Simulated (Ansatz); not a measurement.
The first iterations of a band of C2H5ClOSi (10 atoms, charge 0, multiplicity 1).

Computed with Ansatz, UKS PBE-D4/def2-SVP.

```yaml
movable_images: 7
climbing_image: yes
spring: 5.0 eV/Å²
optimiser: quadratic models (default)
start_path: through a guess of the saddle point
force_threshold: 0.05 eV/Å
iteration_limit: 55
end_points: relaxed
```

Initial state:

```xyz
10
Properties=species:S:1:pos:R:3
O -1.822 -0.053 1.089
C -1.193 0.832 0.546
C 0.245 0.653 0.091
Si 0.662 -1.179 -0.332
Cl 0.583 1.733 -1.321
H -1.632 1.854 0.343
H 0.904 0.992 0.922
H -0.332 -1.670 -1.341
H 0.622 -2.015 0.913
H 2.047 -1.198 -0.908
```

Final state:

```xyz
10
Properties=species:S:1:pos:R:3
O -1.430 0.765 1.301
C -1.128 0.917 0.013
C 0.335 0.759 -0.112
Si 0.627 -1.139 -0.390
Cl 0.995 1.559 -1.592
H -2.406 0.803 1.370
H 0.944 1.077 0.767
H -0.112 -1.585 -1.613
H 0.152 -1.894 0.821
H 2.107 -1.313 -0.562
```

| iteration | highest image above the first end (eV) | largest band force component (eV/Å) |
| --- | --- | --- |
| 1 | 4.671 | 12.287 |
| 2 | 3.431 | 2.901 |
| 3 | 3.288 | 1.006 |
| 4 | 3.372 | 1.807 |
| 5 | 3.262 | 0.839 |
| 6 | 3.129 | 1.255 |
| 7 | 3.408 | 0.847 |
| 8 | 3.457 | 1.854 |

Task: Does the band converge within its limit, and where does its top end?

Result: The run converged. It ended after 24 iterations with the highest image 3.416 eV above the first end. A structure lower than the first end lies on the path between it and the top, so the climb from that side starts below the end, which may itself be a saddle point or a shallow side well. Neighbouring images differ by up to 2.4 eV, so the band resolves the path poorly. A vibrational analysis at the climbing image gives one clearly imaginary mode, 1791i cm⁻¹: a first-order saddle point. The orbitals stay closed-shell, which can raise the energy where a bond breaks towards radicals; this wasn't checked here.

Time of the run: 6.8 min on 2 threads of AMD EPYC 7R43 64-Core Processor (Zen 3), with other jobs on the host, peak memory 0.18 GiB.
